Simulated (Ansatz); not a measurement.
Reaction (redistribution): `[SiH3]NP` + `BO[SiH2]SC` → `BO[SiH2]S[SiH3]` + `CNP`

Isolated molecules relaxed with PBE0-D4/def2-TZVP in Ansatz; ΔE leaves out vibrations. CCSD(T)/CBS is the MP2 limit (def2-TZVPP, def2-QZVPP) plus CCSD(T) − MP2 in def2-TZVPP, frozen cores. Functionals use def2-TZVPP. B3LYP here is the variant with VWN-RPA as its local correlation; programs differ in this. Each species was taken in one conformer, which may not be the lowest.

```csv
level,ΔE (kJ/mol),difference from CCSD(T)/CBS
PBE-D4,8.8,-8.1
r2SCAN-D4,13.1,-3.8
PBE0-D4,8.8,-8.1
B3LYP-D4,16.2,-0.7
ωB97X-V,14.1,-2.8
ωB97M-V,15.8,-1.1
B2PLYP,18.7,1.8
PBE,10.0,-6.9
r2SCAN,13.3,-3.6
PBE0,9.9,-7.0
B3LYP,18.3,1.4
HF/def2-TZVPP,19.8,2.9
MP2/def2-TZVPP,17.5,0.6
SCS-MP2/def2-TZVPP,19.1,2.2
CCSD/def2-TZVPP,17.5,0.6
CCSD(T)/def2-TZVPP,16.8,-0.1
HF/def2-QZVPP,21.1,4.2
MP2/def2-QZVPP,17.9,1.0
SCS-MP2/def2-QZVPP,19.5,2.6
HF/CBS(def2),21.2,4.3
MP2/CBS(def2),17.5,0.6
CCSD/CBS(def2),17.5,0.6
CCSD(T)/CBS,16.9,0
```

Largest T1 diagnostic among the species: 0.013.
